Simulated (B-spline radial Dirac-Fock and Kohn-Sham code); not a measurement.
La: input and output of one calculation

ΔSCF core binding energies without Breit or QED terms, calculated with a radial finite-basis atomic code. Keys: rel is the Hamiltonian (dirac, or spin-free x2c and nr, where L3 and M5 stand for the whole 2p and 3d shells), method is hf or an exchange,correlation pair (spin-unpolarised, also for the hole states), nuc the nuclear model, radius_factor scales its radius, rmax is the box in bohr, h the logarithmic mesh step, order the B-spline order, points the quadrature points per cell, c_factor scales the speed of light, and damp, ndamp, maxit and tol steer the iteration. The run stops when the commutator error falls below 10·tol·max(1, Z/10), or the numerical noise floor, and the energy has settled to about 1e-8 Ha; the virial ratio is −V/T.

Input (task.json):

```json
{"items": [{"Z": 57, "q": 0, "cfg": [[1, 0, 2], [2, 0, 2], [2, 1, 6], [3, 0, 2], [3, 1, 6], [3, 2, 10], [4, 0, 2], [4, 1, 6], [4, 2, 10], [5, 0, 2], [5, 1, 6], [5, 2, 1], [6, 0, 2]], "A": 139, "rrms": 4.855, "do": "settings", "holes": ["K", "L3", "M5"],
  "settings": [{"rel": "dirac", "method": "hf", "nuc": "fermi", "radius_factor": 1.0, "rmax": 45.0, "h": 0.3, "order": 8, "points": 10, "c_factor": 1.0, "maxit": 5, "damp": 0.5, "ndamp": 3, "tol": 1e-08}]}]}
```

Command: `python xray2_run.py task.json out`

Ground-state iterations:

```
iter   energy (Ha)        error
   1    -8487.84694913  1.95e+00
   2    -8491.85531686  2.88e-01
   3    -8493.52674101  6.16e-02
   4    -8493.63731363  2.11e-02
   5    -8493.64806722  8.77e-03
```

The ground state had not converged after 5 iterations, with total energy -8493.64807 Ha, virial ratio 1.93475 and highest orbital energy -4.94 eV. ΔSCF binding energies: K (1s) 39083.6 eV, L3 (2p3/2) 5507.7 eV, M5 (3d5/2) 846.7 eV (not all states converged, so these are not final).

Task: One setting is unsound. Which, and why?

Result: maxit ends the run before self-consistency. With the default settings (Dirac Hartree-Fock): The ground state converged in 12 iterations, with total energy -8493.65037 Ha, virial ratio 1.93451 and highest orbital energy -4.89 eV. ΔSCF binding energies: K (1s) 39083.5 eV, L3 (2p3/2) 5507.6 eV, M5 (3d5/2) 846.7 eV.
